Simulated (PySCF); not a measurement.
Species: C4H11NOSi2.
Numbering: `[CH3:1]/[N:2]=[CH:3]/[Si@H:4]1[CH2:5][CH2:6][SiH2:7][O:8]1`

Cartesian coordinates in Å at the GFN2-xTB level; atoms count from 1:
```
atom  x, y, z in Å
C1     3.8377   -0.2228   -0.2861
N2     2.5054   -0.2353   -0.8027
C3     1.5633    0.2873   -0.1547
Si4   -0.1913    0.2726   -0.8348
C5    -1.2815   -1.1576   -0.1859
C6    -2.6795   -0.5734    0.0712
Si7   -2.4606    1.2586    0.5591
O8    -0.9914    1.5180   -0.1200
H9     4.1825   -1.2552   -0.2119
H10    4.4767    0.2854   -1.0096
H11    3.9274    0.2685    0.6938
H12    1.7481    0.7679    0.8228
H13   -0.2593    0.4763   -2.2784
H14   -0.8693   -1.5296    0.7554
H15   -1.3360   -2.0134   -0.8580
H16   -3.2211   -1.1697    0.8055
H17   -3.2584   -0.6235   -0.8534
H18   -2.3110    1.4886    1.9936
H19   -3.3914    2.1666   -0.0984
```

NICS = −σ at a ghost point: NICS(0) at the centroid of the ring atoms, NICS(1) 1 Å to either side along the normal of their mean plane, zz for the tensor component along that normal. Level: GIAO PBE0/pcSseg-1 (PySCF, non-relativistic, gas phase) on the GFN2-xTB geometry, one conformer.

Ring bond lengths (Å), with Mayer bond orders in brackets: Si4–C5 1.912 (0.91), C5–C6 1.537 (1.01), C6–Si7 1.909 (0.91), Si7–O8 1.639 (0.94), O8–Si4 1.644 (0.91).

**Question.** Give the NICS values of each ring in ppm.

**Answer.** 
```
            ring                                                      type  NICS(0)  NICS(1), two faces  NICS(1)zz, two faces  rms pucker (Å)  centre to ring atoms, mean (Å)
Si4–C5–C6–Si7–O8  5-membered ring with O and 2 Si; formal bonds all single     -5.0         -2.9 / -2.8           -3.0 / -2.5            0.15                            1.46
```

**Question.** What can be read from them?

**Answer.** 
- Si4–C5–C6–Si7–O8: mean NICS(1)zz -2.8 ppm, near zero. Si4, C5, C6, Si7 have four or more neighbours, and the NICS criterion for π rings isn't applied.

**Question.** List the ring angles and the Hirshfeld charges of the ring atoms.

**Answer.** 
- Si4–C5–C6–Si7–O8: Si4 98.1° (+0.421 e), C5 106.9° (-0.162 e), C6 107.7° (-0.163 e), Si7 98.6° (+0.406 e), O8 119.8° (-0.321 e); sum 531.1° against 540° for a flat convex ring.

**Question.** What are the shieldings of the ring atoms and their hydrogens in the same run (means over atoms taken as equivalent)?

**Answer.** 
| atoms | environment | σ isotropic (ppm) |
| --- | --- | --- |
| Si4 | oxygen-bound silicon | 354.4 |
| C5 | sp3 carbon bound to silicon | 176.3 |
| C6 | sp3 carbon bound to silicon | 177.5 |
| Si7 | oxygen-bound silicon | 351.3 |
| O8 | siloxane oxygen | 292.2 |
| H13 | Si–H hydrogen | 26.76 |
| H14 | methylene hydrogen | 30.86 |
| H15 | methylene hydrogen | 30.49 |
| H16 | methylene hydrogen | 30.54 |
| H17 | methylene hydrogen | 30.61 |
| H18 | Si–H hydrogen | 26.59 |
| H19 | Si–H hydrogen | 26.51 |
